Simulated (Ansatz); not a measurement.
Sn₄H₂ (the lowest singlet isomer of a short search), 6 atoms. Hardware: 4 threads of Arm Neoverse V1 on a shared host.

In the def2 sets Sn takes a core potential; there is no spin–orbit coupling. Correlated methods freeze 16 core orbitals; core or outer-core shells of Sn are correlated, in sets that lack core-valence functions.

(1) How many basis functions does each of these Ansatz runs have, and roughly what does it cost? PBE-D4/def2-SVP, charge 0 singlet, energy, from earlier orbitals; MP2/def2-TZVP, charge 0 singlet, energy, from earlier orbitals; PBE0-D4/def2-TZVP, charge 0 singlet, energy, from earlier orbitals; PBE-D4/def2-TZVP, charge 0 singlet, energy and forces, from earlier orbitals; PBE0-D4/def2-SVP, charge 0 singlet, energy, from earlier orbitals; CCSD(T)/def2-SVP, charge 0 singlet, energy, from earlier orbitals; r2SCAN-D4/def2-TZVP, charge 0 singlet, energy, from earlier orbitals; PBE0-D4/def2-SVP, charge 0 singlet, relaxation, 13 steps; LDA (SPW92)/def2-TZVP, charge 0 singlet, energy, from earlier orbitals; PBE-QIDH/def2-TZVP, charge 0 singlet, energy, from earlier orbitals; HSE06-D4/def2-TZVP, charge 0 singlet, energy, from earlier orbitals.

Answers

(1) Other jobs shared the machine, so times can vary by a factor of up to 3. A dash marks memory too small to be measured apart from the calling script's.

```tsv
run	functions	fitting or Cholesky vectors	wall time	peak host memory (GiB)
PBE-D4/def2-SVP, charge 0 singlet, energy, from earlier orbitals	114	1280	1.4 s	–
LDA (SPW92)/def2-TZVP, charge 0 singlet, energy, from earlier orbitals	212	1640	1.5 s	–
PBE0-D4/def2-SVP, charge 0 singlet, energy, from earlier orbitals	114	1470	2.5 s	–
PBE-D4/def2-TZVP, charge 0 singlet, energy and forces, from earlier orbitals	212	1640	3.2 s	–
HSE06-D4/def2-TZVP, charge 0 singlet, energy, from earlier orbitals	212	1932	5.5 s	0.88
MP2/def2-TZVP, charge 0 singlet, energy, from earlier orbitals	212	2025	5.5 s	0.72
r2SCAN-D4/def2-TZVP, charge 0 singlet, energy, from earlier orbitals	212	1640	6 s	–
PBE0-D4/def2-TZVP, charge 0 singlet, energy, from earlier orbitals	212	1932	6.5 s	0.85
PBE-QIDH/def2-TZVP, charge 0 singlet, energy, from earlier orbitals	212	2025	9.5 s	0.76
CCSD(T)/def2-SVP, charge 0 singlet, energy, from earlier orbitals	114	1470	21 s	0.76
PBE0-D4/def2-SVP, charge 0 singlet, relaxation, 13 steps	114	1618	34 s	–
```
